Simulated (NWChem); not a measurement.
System: BeH₂S; SMILES [BeH][SH]

Here is an NWChem input.

```
start job
memory heap 200 mb stack 900 mb global 1100 mb
geometry units angstroms noautosym nocenter noautoz
  Be     0.103550    -1.305173     0.000000
  H      0.068015    -2.638136     0.000000
  S      0.162858     0.609725     0.000000
  H     -1.188377     0.702393     0.000000
end
basis spherical
  * library 6-31+g*
end
dft
  xc hfexch
  iterations 150
end
property
  response 1 0.0
end
task dft property
```

The geometry was optimised at PBE0/def2-SVP.

Static field.

**Question.** Give the results of this calculation. (Hartree-Fock/6-31+G* (spherical d).) Quantities: isotropic polarisability (bohr³); anisotropy (bohr³).

**Answer.** 
```yaml
isotropic polarisability (bohr³): 31.0
anisotropy (bohr³): 12.1
```
